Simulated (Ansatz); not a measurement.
System: TeCl2, charge 0, singlet. TeCl2 (chloro tellurohypochlorite, SMILES Cl[Te]Cl).
B3LYP-D3(BJ)/def2-TZVP minimum from Ansatz (a first-principles code):
```
Te
Cl 1 2.3484
Cl 1 2.3484 2 99.46
```

Total energies in def2-SVP, 20 correlated electrons, 19 frozen orbitals. Radicals and triplets start from unrestricted determinants; spin-orbit coupling is neglected. Cores are frozen in correlated methods (noble-gas shells, and filled d and f shells in the p block). Past Kr the def2 sets carry scalar-relativistic core potentials. Spin-orbit terms, left out, reach several kcal/mol for Br and I, and more for heavier atoms.

```tsv
method	program	energy (Eh)	minus CCSDT(Q) (mEh)
HF	Ansatz	-1185.71818	401.44
MP2	Ansatz	-1186.07404	45.59
CCSD	Ansatz	-1186.10784	11.78
CCSD(T)	Ansatz	-1186.11776	1.87
CCSDT(Q)	Ansatz	-1186.11963	0.00
```

Rough core times of Ansatz's runs on a shared machine: CCSD(T) under 20 s, CCSDT(Q) 20 s.
